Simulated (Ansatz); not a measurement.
Two isomers of C2H6OSi: A = `C[SiH2]C=O`, B = `CC[Si]O`.

Gas-phase electronic energies from Ansatz, PBE0-D4/def2-TZVP geometries. CCSD(T)/CBS is the MP2 limit (def2-TZVPP, def2-QZVPP) plus CCSD(T) − MP2 in def2-TZVPP, frozen cores. DFT in def2-TZVPP. B3LYP here is the variant with VWN-RPA as its local correlation; programs differ in this. Each species was taken in one conformer, which may not be the lowest.

**Question.** Which isomer does CCSD(T)/CBS put lower? Give the gap. (Best estimate.)

**Answer.** Computed: B, by 78.0 kJ/mol.

**Question.** Give E(B) − E(A) in kJ/mol with PBE0-D4, B3LYP, r2SCAN-D4, MP2/def2-TZVPP, PBE-D4, B3LYP-D4, CCSD(T)/def2-SVP. (Best estimate.)

**Answer.** Computed: PBE0-D4 -73.0, B3LYP -65.4, r2SCAN-D4 -62.5, MP2/def2-TZVPP -77.1, PBE-D4 -68.6, B3LYP-D4 -68.2, CCSD(T)/def2-SVP -54.7. None reverses the order clearly.

**Question.** Does the order hold for the free energy at 298.15 K (harmonic terms from PBE0-D4)? (Estimate.)

**Answer.** Ansatz gave: Yes: G(B) − G(A) = -56.8 kJ/mol, for one conformer each.

Largest T1 diagnostic: 0.014.

At CCSD(T), def2-SVP lies +23.3 kJ/mol from the extrapolated value and def2-TZVPP +3.6 kJ/mol. From BLYP to BHLYP (50 % exact exchange), in def2-TZVPP and without D4, E(B) − E(A) moves by −10.1 kJ/mol.
